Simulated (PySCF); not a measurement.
Adding and removing an electron: CdSi

PBE0; PySCF, scalar-relativistic core potentials, basis sets Cd def2-SVPD with ECP28, Si def2-SVPD. Neutral (UKS): triplet (π ↑↑), Re = 2.576 Å, ωe = 225 cm⁻¹, De = 0.81 eV, HOMO -5.22 eV, LUMO -2.89 eV.

CdSi⁻ (UKS): quartet (σ ↑, π ↑↑), Re = 2.703 Å, ωe = 179 cm⁻¹. The energies at the minima are -456.91666 hartree for CdSi and -456.96218 for CdSi⁻.

Q: Work out the adiabatic electron affinity, without and with harmonic zero-point energies (1 hartree = 27.2114 eV, 1 eV = 8065.5 cm⁻¹), and the change of the bond length.

A: At PBE0: 0.04552 hartree = 1.239 eV between the minima; the zero-point term (225.0 − 179.0)/2 cm⁻¹ = +0.003 eV makes it 1.242 eV. Re changes by +12.7 pm against the neutral. The electron enters a σ orbital, and the longer bond of the ion fits an antibonding orbital, or a change in how ionic the bond is.

Spin–orbit coupling is left out. The highest Kohn–Sham level is positive in this anion. Much of that is self-interaction error, but it also means that the finite basis helps to hold the extra electron. States were picked by a PBE0 search and need not be the measured ground states.
